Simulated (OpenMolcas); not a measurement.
## How methods differ on GeSiH5Cl (SMILES Cl[SiH2][GeH3])

GeSiH5Cl: 8 atoms, total charge 0, spin state singlet. As SMILES, `Cl[SiH2][GeH3]`. The shape is that of a PBE0-D4/def2-TZVP optimisation.

Each level gives the HOMO–LUMO gap (eV). The values are calculated.

```csv
level,kind,program,value (eV),CPU time
SVWN5/cc-pVDZ,LDA,OpenMolcas,5.67,41 s
BLYP/cc-pVDZ,GGA,OpenMolcas,5.84,50 s
PBE/cc-pVDZ,GGA,OpenMolcas,5.81,49 s
M06-L/cc-pVDZ,meta-GGA,OpenMolcas,6.54,62 s
TPSS/cc-pVDZ,meta-GGA,OpenMolcas,6.14,61 s
r2SCAN/cc-pVDZ,meta-GGA,OpenMolcas,6.40,59 s
B3LYP/cc-pVDZ,global hybrid,OpenMolcas,7.46,48 s
B2PLYP/cc-pVDZ,double hybrid,OpenMolcas,10.11,30 s
```

All-electron rows without a relativistic Hamiltonian named are non-relativistic. The values span 5.67 to 10.11 eV. Orbital gaps aren't excitation energies, and those of double hybrids come from the SCF part alone; they tend to grow with the share of exact exchange. CPU times are rough (shared hosts, several kinds of processor): they show what a rung costs within a factor of a few.
